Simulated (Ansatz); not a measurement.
Frontier orbitals of `CC(=O)O[SiH2]Cl`.

Total charge 0; spin multiplicity 1. The structure was optimised at the PBE0-D4/def2-TZVP level. It is one conformer, not always the lowest. Basis def2-TZVPP, the Gaussian-basis code of Ansatz.

Orbital energies of one run (eV). Highest occupied ones, from the top: -7.20, -7.99, -8.48, -8.53, -9.32, -9.64, -10.14, -10.67, -10.77, -12.26, -12.62, -13.00, -13.30, -16.01. Empty: -1.19, -0.08, 0.39, 1.17, 1.60, 2.05.

**Question.** Which functional gave them?
A. r2SCAN
B. BLYP
C. LC-ωPBE
D. ωB97X-V

**Answer.** A. HOMO energies: r2SCAN -7.20, ωB97X-V -10.99, LC-ωPBE -11.33, BLYP -6.76 eV.

LC-ωPBE has ω = 0.4 bohr⁻¹.
